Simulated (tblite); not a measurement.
C₆H₄FS (doublet state).
Bonds: F1–C2, C2–C3 (aromatic), C3–C4 (aromatic), C4–C5 (aromatic), C5–C6 (aromatic), C6–C7 (aromatic), C7–S8, C2–C7 (aromatic). Hydrogens: H9 on C3; H10 on C4; H11 on C5; H12 on C6.

Computed geometry: GFN2-xTB, gas phase. This method treats the open shell by occupation alone, without spin polarisation.

Task: What internal coordinates does the optimisation give?

Result: 
```
  bond  length (Å)     order
 F1–C2       1.342    single
 C2–C3       1.379  aromatic
 C3–C4       1.386  aromatic
 C4–C5       1.389  aromatic
 C5–C6       1.378  aromatic
 C6–C7       1.402  aromatic
 C7–S8       1.719    single
 C2–C7       1.404  aromatic
 C3–H9       1.079    single
C4–H10       1.079    single
C5–H11       1.079    single
C6–H12       1.079    single
```

Orders are formal, as drawn. A selection of angles:
```
   angle  degrees
F1–C2–C3    118.8
F1–C2–C7    119.4
C3–C2–C7    121.8
C2–C3–C4    119.4
C3–C4–C5    120.0
C4–C5–C6    120.4
C5–C6–C7    120.8
C6–C7–S8    120.9
C2–C7–C6    117.6
C2–C7–S8    121.5
```

C4 (carbon bonded to 2 C and H) is planar (angles 120.2°, 120.0° and 119.7°, sum 360.0°, 0.00 Å off the plane of its three neighbours). The 6-membered ring C2–C3–C4–C5–C6–C7 has internal angles of 117.6° to 121.8° (sum 720°, against 720° for a flat polygon); it is planar, 0.00 Å rms from its mean plane, widest ring torsion 0°. C5 (carbon bonded to 2 C and H) is planar (angles 120.4°, 119.9° and 119.7°, sum 360.0°, 0.00 Å off the plane of its three neighbours). C3 (carbon bonded to 2 C and H) is planar (angles 121.5°, 119.4° and 119.1°, sum 360.0°, 0.00 Å off the plane of its three neighbours). The 6 C–C bonds span 1.378 Å (C5–C6, aromatic) to 1.404 Å (C2–C7, aromatic), a spread of 0.026 Å. C7 (carbon bonded to 2 C and S) is planar (angles 121.5°, 120.9° and 117.6°, sum 360.0°, 0.00 Å off the plane of its three neighbours). The 8 heavy atoms lie in one plane (0.001 Å rms).

Point group: Cs (every atom within 0.08 Å of its image). Its GFN2-xTB frequencies are all real (lowest 130 cm⁻¹).
